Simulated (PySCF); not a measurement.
Electron correlation in Sc⁺ (scandium, charge +1)

[Ar] 3d1 4s1, high-spin 3D determinant. All numbers are calculated (PySCF 2.14, no relativity, point nucleus, in cc-pVDZ (6s5p3d1f, 43 functions)). Frozen: [Ar]; 2 electrons correlated.

Total MP2 correlation energy: -2.40 mhartree.

Same-spin part -2.40 and opposite-spin part 0.00 mhartree; SCS-MP2 scales them by 1/3 and 6/5 to -0.80 mhartree.
